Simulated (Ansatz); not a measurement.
The first iterations of a band of ClF3H3OW (9 atoms, charge 0, multiplicity 2).

Level of theory: UKS PBE/def2-SVP (Ansatz 0.2.0).

```json
{
  "movable images": "9",
  "climbing image": "yes",
  "spring": "0.5 eV/Å²",
  "optimiser": "quadratic models (default)",
  "start path": "through a guess of the saddle point",
  "force threshold": "0.03 eV/Å",
  "iteration limit": "60",
  "end points": "relaxed"
}
```

First end point:

```xyz
9
Properties=species:S:1:pos:R:3
W 0.008 -0.254 0.596
H -0.343 -1.750 1.489
F 1.861 -0.037 0.514
Cl -0.307 2.143 0.646
F -1.824 -0.429 0.233
F 0.331 -1.704 -0.593
H -0.096 0.591 -0.984
O -0.054 0.116 2.483
H -0.090 1.062 2.763
```

Last end point:

```xyz
9
Properties=species:S:1:pos:R:3
W -0.071 0.082 0.026
H -0.140 0.308 2.983
F 1.738 0.306 0.409
Cl -0.489 2.323 0.557
F -1.885 -0.276 -0.094
F 0.269 -1.798 -0.139
H 0.133 0.413 -1.628
O -0.257 -0.414 2.335
H 0.189 -1.205 2.698
```

| iteration | highest image above the first end (eV) | largest band force component (eV/Å) |
| --- | --- | --- |
| 1 | 43.748 | 241.589 |
| 2 | 19.480 | 110.972 |
| 3 | 9.341 | 62.972 |
| 4 | 4.298 | 35.176 |
| 5 | 2.298 | 18.475 |
| 6 | 1.420 | 9.167 |
| 7 | 2.397 | 9.469 |
| 8 | 1.687 | 6.566 |
| 9 | 0.854 | 3.977 |
| 10 | 0.401 | 2.544 |
| 11 | 0.354 | 3.598 |
| 12 | 0.332 | 2.952 |
| 13 | 0.303 | 1.855 |
| 14 | 0.283 | 2.064 |
| 15 | 0.254 | 1.033 |

Task: Does the band converge within its limit, and where does its top end?

Result: The run converged. It ended after 47 iterations with the highest image 0.298 eV above the first end. The profile has 2 maxima (images 1, 7) with wells between them (image 4): this band takes more than one step, which may be the mechanism or a detour left from its start path. Neighbouring images differ by up to 1.5 eV, so the band resolves the path poorly. Another band between the same ends (9 images) ends at a top of the same energy, where a vibrational analysis finds 1 clearly imaginary mode.

The run took 14 min on 4 threads of Intel(R) Xeon(R) Platinum 8488C (Sapphire Rapids), with other jobs on the host, peak memory 0.35 GiB.
